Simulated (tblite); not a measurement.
Compound: C5H8Cl2Si.
Bonds: Cl1–C2, C2–Cl3, C2–C4, C4–C5 (double), C5–C6, C6–Si7, Si7–C8, C5–C8. Hydrogens: H9 on C2; H10 on C4; H11, H12 on C6; H13, H14 on Si7; H15, H16 on C8.

Computed with GFN2-xTB (tblite), gas phase: L-BFGS steps from a force-field or distance-geometry start until the largest atomic force falls under 0.01 eV/Å.

Step 59: E = -695.6760 eV
```
atom  x, y, z in Å  |  force x, y, z in eV/Å
Cl1    -2.4156   -1.9700   -0.2274   -0.030   0.076  -0.008
C2     -2.3521   -0.1621   -0.1731    0.034   0.038  -0.056
Cl3    -3.9091    0.4372    0.4249    0.023  -0.001   0.005
C4     -1.2202    0.2891    0.6765   -0.042   0.002  -0.010
C5      0.0335    0.2722    0.2452   -0.053  -0.044  -0.028
C6      0.5761   -0.2516   -1.0574   -0.023  -0.044  -0.063
Si7     2.3405   -0.2833   -0.2967    0.013   0.034  -0.010
C8      1.2750    0.6444    1.0059   -0.087   0.007   0.032
H9     -2.2509    0.1727   -1.2107   -0.021  -0.123   0.053
H10    -1.4626    0.6092    1.6797    0.007  -0.019  -0.023
H11     0.1088   -1.1825   -1.3761    0.042  -0.009   0.065
H12     0.4357    0.4552   -1.8760    0.038   0.048   0.041
H13     2.8274   -1.5979    0.1239   -0.038   0.078  -0.036
H14     3.3538    0.5152   -0.9922   -0.034  -0.058   0.046
H15     1.2460    0.3355    2.0495    0.094  -0.006  -0.046
H16     1.4060    1.7258    0.9925    0.078   0.020   0.037
```

Step 60: E = -695.6782 eV
```
atom  x, y, z in Å  |  force x, y, z in eV/Å
Cl1    -2.4295   -1.9656   -0.2207   -0.025   0.003   0.003
C2     -2.3468   -0.1628   -0.1745    0.010   0.043  -0.009
Cl3    -3.9041    0.4573    0.3988   -0.005   0.015   0.028
C4     -1.2196    0.2852    0.6809   -0.048  -0.007   0.007
C5      0.0337    0.2671    0.2519   -0.052  -0.017  -0.060
C6      0.5703   -0.2538   -1.0544    0.014  -0.049  -0.033
Si7     2.3356   -0.2772   -0.3022    0.052   0.069   0.004
C8      1.2754    0.6440    1.0091   -0.063  -0.022  -0.011
H9     -2.2305    0.1628   -1.2097   -0.013  -0.079  -0.051
H10    -1.4613    0.6025    1.6835   -0.023  -0.001   0.024
H11     0.1128   -1.1901   -1.3682    0.008  -0.021   0.055
H12     0.4211    0.4508   -1.8718    0.030   0.062   0.015
H13     2.8338   -1.5848    0.1164   -0.027   0.019  -0.020
H14     3.3438    0.5226   -0.9988   -0.010  -0.030   0.023
H15     1.2543    0.3249    2.0493    0.087   0.016  -0.026
H16     1.4033    1.7261    0.9989    0.064   0.000   0.053
```

**Question.** Estimate the geometry and energy of step 61. (The exact step hangs on the optimiser's Hessian estimate; all steps are aligned on step 60, rigid shifts and turns removed.)

**Answer.** E = -695.6795 eV, largest force 0.098 eV/Å
```
atom  x, y, z in Å  |  force x, y, z in eV/Å
Cl1    -2.4498   -1.9622   -0.2019   -0.034   0.030   0.002
C2     -2.3407   -0.1597   -0.1780   -0.072   0.038  -0.017
Cl3    -3.9029    0.4937    0.3620    0.090  -0.024  -0.005
C4     -1.2201    0.2808    0.6876   -0.047  -0.002  -0.009
C5      0.0332    0.2583    0.2593   -0.046   0.010  -0.058
C6      0.5649   -0.2602   -1.0504    0.039  -0.011  -0.019
Si7     2.3359   -0.2664   -0.3104    0.035   0.086   0.015
C8      1.2751    0.6378    1.0139   -0.010  -0.004  -0.031
H9     -2.1990    0.1504   -1.2159   -0.045  -0.086  -0.012
H10    -1.4630    0.5952    1.6900   -0.037   0.007   0.037
H11     0.1173   -1.2046   -1.3528   -0.005  -0.023   0.033
H12     0.4003    0.4406   -1.8695    0.033   0.024   0.037
H13     2.8504   -1.5689    0.1029   -0.021   0.010  -0.023
H14     3.3291    0.5461   -1.0129   -0.003  -0.027   0.021
H15     1.2648    0.3055    2.0501    0.076   0.029  -0.026
H16     1.3968    1.7225    1.0147    0.048  -0.057   0.056
```

The energy changes by -0.0013 eV. The first-order estimate −F·Δx gives -0.0024 eV and the mean of the old and new forces, exact on a quadratic surface, -0.0013 eV. The step makes an angle of 84° with the force vector and moves no atom by more than 0.052 Å.

The cost below is that of the whole relaxation. The run took 1.9 s of wall time on one thread, Arm Neoverse N1 (aarch64) (shared host).
